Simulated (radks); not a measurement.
K3+, 16 electrons, occupied as [He] 2s2 2p5.75 3s2 3p4 4p0.25 (fractional occupations, a model configuration). Calculated with a radial shooting solver on a logarithmic mesh with Libxc functionals: scalar-relativistic Kohn-Sham, AM05, spin-unpolarised, spherical densities, finite nucleus; Fermi nuclear charge, rms radius 3.4349 fm. Some entries of the table are withheld. Estimate them.

orbital  occ.  eigenvalue (eV)  <1/r> (bohr^-1)  <r> (bohr)
1s          2        -3570.742            18.68     0.08118
2s          2        -404.3209              (1)         (2)
2p       5.75        -332.5908            3.724      0.3478
3s          2         -75.3278            1.181       1.184
3p          4         -57.6194            1.076       1.265
3d          0              (3)           0.8454       1.480
4s          0         -23.7550           0.4566       2.957
4p       0.25         -19.3268              (4)       3.324
4f          0          -9.6512           0.2407       4.766

Answer. 
(1) 2s <1/r> (bohr^-1): 3.816
(2) 2s <r> (bohr): 0.3861
(3) 3d eigenvalue (eV): -31.7334
(4) 4p <1/r> (bohr^-1): 0.4043
